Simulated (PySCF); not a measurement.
## Predicted spectroscopic data

Computational details: GFN2-xTB structure, PBE0/pcSseg-1 with gauge-including orbitals, in PySCF 2.14.0 with density-fitted response routines (relativity neglected, rapidly exchanging positions averaged, no solvent, one computed conformer).

Scale: TMS for 1H (31.72 ppm) and 13C (186.93 ppm) (reference shieldings calculated alike). Where no couplings were computed, multiplicities follow the n + 1 count of equivalent neighbours, and m marks all less simple cases (inequivalent or close neighbours, rings, F or P nearby). Shifts are as computed. Against solution values, carbons near 30 ppm lie about +3 ppm off and those near 130 ppm about +5 ppm. Of 1211 compounds with measured shifts, 218 miss one by over three times the rms of a fit or turn the order of signals round; such compounds aren't used in these exercises. OH and NH positions are gas-phase values without hydrogen bonding to other molecules.

**1.** SMILES O([Si@@](C=C)(N)NC)C, C4H12N2OSi. 1H NMR (400 MHz, computed): δ 6.43 (m, 1H), 6.41 (m, 1H), 5.94 (m, 1H), 3.69 (s, 3H), 2.73 (s, 3H), 0.55 (br s, 2H), 0.25 (br s, 1H). 13C{1H} NMR (computed): δ 142.8 (CH), 139.6 (CH2), 52.0 (CH3), 29.3 (CH3).

**2.** SMILES CCN=C1CCC1, C6H11N. 1H NMR (400 MHz, computed): δ 3.53 (q, 2H), 3.01 (m, 2H), 2.89 (m, 2H), 1.92 (m, 2H), 1.22 (t, 3H). 13C{1H} NMR (computed): δ 170.5, 50.7, 39.4, 33.7, 18.9, 13.3.
